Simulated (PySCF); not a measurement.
# Fe: ionisation energy

Fe [Ar] 3d6 4s2 (5D) → Fe⁺ [Ar] 3d6 4s1 (6D), as a difference of total energies. Calculation: PySCF 2.14, in def2-TZVPPD (6s6p4d2f1g, 67 functions); the non-relativistic Hamiltonian (point nucleus). Correlated levels: valence: [Ar] frozen; valence and next inner shell: [Ne] frozen. The calculations carry no spin-orbit coupling.

```
                                method  ionisation energy (eV)  difference from reference (eV)
                                   UHF                   6.368                          -1.536
                                   LDA                   8.057                          +0.153
                                   PBE                   7.760                          -0.144
                                  PBE0                   7.567                          -0.337
                               r2SCAN0                   7.456                          -0.448
                                  MN15                   7.924                          +0.020
                                  BLYP                   7.955                          +0.051
                         MP2 (valence)                   7.352                          -0.552
                     SCS-MP2 (valence)                   7.523                          -0.381
    MP2 (valence and next inner shell)                   7.450                          -0.454
SCS-MP2 (valence and next inner shell)                   7.535                          -0.369
```

Reference: 7.904 eV (measured; NIST levels, between the centres of gravity of the two terms).

These non-relativistic numbers lack the scalar-relativistic shift.

Errors of the correlated levels include the incompleteness of this basis and the frozen core.

MP2 underrates the near-degeneracy of ns² with np² in the lower species.
